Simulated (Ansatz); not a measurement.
`[CH3][Ge]([NH2])([F])[Cl]` → C• + Cl• + F• + Ge• + 5 H• + N•  (atomization)

Gas-phase electronic energies from Ansatz, PBE0-D4/def2-TZVP geometries. CCSD(T)/CBS adds triple-zeta CCSD(T) − MP2 to the extrapolated MP2 energy (def2 sets, frozen cores). This one scheme is used for every species, atoms too. Functionals use def2-TZVPP. No spin–orbit coupling; open shells (•) take unrestricted orbitals. Spin–orbit coupling would lower the free atoms: a little for C, Cl, F; clearly for Ge. For Ge outer-core shells are correlated without core-valence functions, so the limit isn't a true one: a few kJ/mol of doubt a bond, and 10 to 20 or more in all where bonds break to atoms. Scalar relativity is left out up to krypton. Each species was taken in one conformer, which may not be the lowest.

CCSD(T)/CBS gives +846.1 kcal/mol.

Problem. Another level gave +834.8 kcal/mol. Which?
A. r2SCAN0-D4/def2-TZVPP
B. SCS-MP2/def2-TZVPP
C. r2SCAN/def2-TZVPP
D. CAM-B3LYP-D4/def2-TZVPP

Solution. B. SCS-MP2/def2-TZVPP 834.8, r2SCAN 842.8, CAM-B3LYP-D4 844.5, r2SCAN0-D4 829.2 kcal/mol.

Largest T1 diagnostic among the species: 0.010.

From BLYP to BHLYP (50 % exact exchange), in def2-TZVPP and without D4, ΔE moves by −19.6 kcal/mol: exact exchange takes away binding that semilocal exchange gives to molecules. In def2-TZVPP, CCSD(T) changes the Hartree–Fock value by +223.6 kcal/mol (the triples alone add +13.6 kcal/mol) and MP2 by +239.9 kcal/mol; breaking electron pairs costs correlation energy, which Hartree–Fock lacks.

For atomizations the MP2-based limit and the directly extrapolated one differ by several kJ/mol either way, and by 10 to 25 for some Ge, Se and Sn compounds, so smaller differences from it don't rank the levels.
